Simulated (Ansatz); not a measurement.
Consider the ligand exchange at the Si–O bond: `[SiH3]O[Si]S` + `[OH][SnH2][OH]` → `[OH][SnH2][O][SiH3]` + `O[Si]S`.

Gas-phase electronic energies from Ansatz, PBE0-D4/def2-TZVP geometries. CCSD(T)/CBS is the MP2 limit (def2-TZVPP, def2-QZVPP) plus CCSD(T) − MP2 in def2-TZVPP, frozen cores. This one scheme is used for every species. Functionals use def2-TZVPP. HSE06 is defined as in plane-wave codes. Elements past krypton have def2 core potentials. For Sn outer-core shells are correlated without core-valence functions, which leaves a few kJ/mol of doubt a bond. Each species was taken in one conformer, which may not be the lowest.

Q: Is it downhill or uphill in electronic energy at CCSD(T)/CBS, and by how much? (Estimate.)

A: Computed: Downhill: ΔE = -0.04 eV.

Q: What do these levels give: PBE0-D4, r2SCANh-D4, HSE06-D4, CAM-B3LYP-D4, B2PLYP, revPBE, r2SCAN, RPA@PBE/def2-TZVPP, CCSD(T)/def2-SVP, CCSD(T)/def2-TZVPP, MP2/def2-QZVPP, MP2/CBS(def2)? (Estimate.)

A: Computed: PBE0-D4 -0.02, r2SCANh-D4 -0.03, HSE06-D4 -0.02, CAM-B3LYP-D4 -0.02, B2PLYP -0.02, revPBE -0.01, r2SCAN -0.02, RPA@PBE/def2-TZVPP -0.03, CCSD(T)/def2-SVP -0.03, CCSD(T)/def2-TZVPP -0.03, MP2/def2-QZVPP -0.03, MP2/CBS(def2) -0.04 eV.

Largest T1 diagnostic among the species: 0.015.

Leaving LDA and LC-ωPBE aside and taking each functional with its dispersion term where it has one, the values, not all of them listed here, spread over 0.05 eV, from B97M-V to BLYP-D4.
